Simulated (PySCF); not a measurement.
# Computed properties of CH5BClNO, SMILES CNB(O)Cl

B(Cl)(NHMe)(OH) (CH₅BClNO), SMILES CNB(O)Cl. Coordinates come from a B3LYP-D3(BJ)/def2-SVP optimisation. One conformer was computed; it need not be the lowest. All values are computed for the isolated molecule unless a solvent is named; none is compared with measurement here.

**Structure.** All 24 harmonic modes at B3LYP-D3(BJ)/def2-SVP (PySCF) are real, so it is a minimum. With heavy atoms numbered as in [B:1]([Cl:2])([NH:3][CH3:4])[OH:9], the shortest bond between them is B1–O9 at 1.361 Å and the longest B1–Cl2 at 1.792 Å.

**Vibrations.** The strongest infrared lines (harmonic, unscaled, degenerate partners summed) lie at 1559 cm⁻¹ (310 km/mol, H 34 %, N 34 %, B 28 %), 1219 cm⁻¹ (207 km/mol, H 39 %, B 29 %, N 15 %, C 13 %), 1410 cm⁻¹ (166 km/mol, H 45 %, B 39 %, O 10 %). The softest mode is at 64 cm⁻¹ and the zero-point energy is 47.1 kcal/mol.

**Electronic structure.** HF/def2-TZVP (PySCF) places the frontier levels at -10.93 and 2.99 eV, a gap of 13.92 eV, and gives a dipole moment of 4.12 D and a mean polarisability of 46.0 bohr³.

**Excitations.** TDA-ωB97X/def2-SVPD (PySCF) has S1 at 6.97 eV (178 nm, f = 0.000, dark); the most intense of the 10 singlets computed lies at 8.58 eV (f = 0.26). T1 (TDA) is at 6.89 eV, 0.08 eV under S1. No vertical singlet excitation falls in the visible range (under 3.1 eV).

**NMR.** GIAO shifts at PBE0/pcSseg-1 (PySCF) (non-relativistic, atoms alike by connectivity averaged): ¹³C at 31.8 ppm against TMS; ¹H from 2.7 to 3.8 ppm against TMS; ¹¹B at 14.5 ppm against BF3. Without spin–orbit terms, shifts of atoms bonded to Cl or Br come out too high.
